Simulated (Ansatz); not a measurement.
Compare A (`CCBB[SiH3]`) with its isomer B (`BB(C)C[SiH3]`).

Program: Ansatz. Geometries: PBE0-D4/def2-TZVP. ΔE: electronic, gas phase. CCSD(T)/CBS adds triple-zeta CCSD(T) − MP2 to the extrapolated MP2 energy (def2 sets, frozen cores). Functionals use def2-TZVPP. B3LYP here is the variant with VWN-RPA as its local correlation; programs differ in this. One conformer a species, not always the lowest.

(1) Which isomer does CCSD(T)/CBS put lower? Give the gap. (Estimate.)

(2) Give E(B) − E(A) in kcal/mol with PBE0-D4, ωB97M-V, B3LYP-D4, PBE-D4, r2SCAN-D4, MP2/def2-TZVPP, CCSD/def2-TZVPP. (Best estimate.)

Largest T1 diagnostic: 0.013.

## Answers

(1) The calculation gave: B, by 16.7 kcal/mol.

(2) Ansatz gave: PBE0-D4 -15.0, ωB97M-V -17.2, B3LYP-D4 -15.8, PBE-D4 -13.8, r2SCAN-D4 -15.6, MP2/def2-TZVPP -18.7, CCSD/def2-TZVPP -16.2. None reverses the order clearly.

From PBE to PBE0 (25 % exact exchange), in def2-TZVPP and without D4, E(B) − E(A) moves by −1.3 kcal/mol. The D4 term adds −1.5 kcal/mol with B3LYP and −0.8 kcal/mol with PBE0; it sums over pairs of atoms, weighted by their polarisabilities, and B3LYP, whose exchange is more repulsive, gets the larger term.
